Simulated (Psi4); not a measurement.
CBClFNO (SMILES O=C=NB(F)Cl), singlet, at a GFN2-xTB geometry. Base run: CCSD(T)/def2-SVP (Psi4).

Psi4 was given this input:
```
memory 2 GB

molecule mol {
0 1
  B    -0.388353    0.598163   -0.248220
  Cl   -1.816283   -0.345096   -0.234325
  F    -0.451670    1.858466   -0.631522
  N     0.854503    0.085720    0.132838
  C     1.708393   -0.658288    0.510198
  O     2.581466   -1.312587    0.864658
}

set basis def2-svp
set reference rhf
set freeze_core true

energy('ccsd(t)')
print_variables()
```

Each row names what was changed in the base input (with any setting that the change needs).

```csv
change,ΔE vs base (mEh),MP2 correlation (Eh),basis functions,core-seconds (rough)
base,0.000,-0.84401,88,80
method = qcisd(t),-1.566,-0.84401,88,50
method = ccsd,___,-0.84401,88,50
method = mp4,-8.818,-0.84401,88,30
method = mp2,41.879,-0.84410,88,5
method = fno-ccsd(t),0.000,-0.84401,88,50
method = dlpno-mp2,41.978,-0.84400,88,5
method = mp3,___,-0.84410,88,7
```

Task: Complete the blanks.

Result: 
- method = ccsd, ΔE vs base (mEh): 27.448
- method = mp3, ΔE vs base (mEh): 39.370
